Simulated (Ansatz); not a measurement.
Ansatz (a quantum-chemistry and plane-wave program) input:

Ansatz 0.2 input:
```yaml
crystal:
  periodic: [false, false, false]
  atoms:
    - {symbol: F, position_ang: [-1.49152392, 1.04101960, -0.92024807]}
    - {symbol: C, position_ang: [-0.98825372, -0.01258050, -0.25927649]}
    - {symbol: F, position_ang: [-1.48961342, -1.12234965, -0.82256007]}
    - {symbol: F, position_ang: [-1.40504679, 0.04416596, 1.00556499]}
    - {symbol: C, position_ang: [0.54367755, -0.01654743, -0.37708732]}
    - {symbol: Cl, position_ang: [1.21719150, -1.45348295, 0.41590117]}
    - {symbol: Cl, position_ang: [1.21459454, 1.48719484, 0.28311342]}
    - {symbol: H, position_ang: [0.80275161, -0.06385786, -1.42987677]}
basis:
  gaussian:
    orbitals: def2-TZVP
hamiltonian:
  xc: b3lyp
  dispersion: d3bj
phonons: {temperatures: {t_min: 298.15, t_max: 298.15, t_step: 100}}
```

Predict the final energy.

-1296.97474 Eh (B3LYP-D3(BJ)/def2-TZVP). The basis has 235 functions. The run takes roughly 2.3 core-minutes.
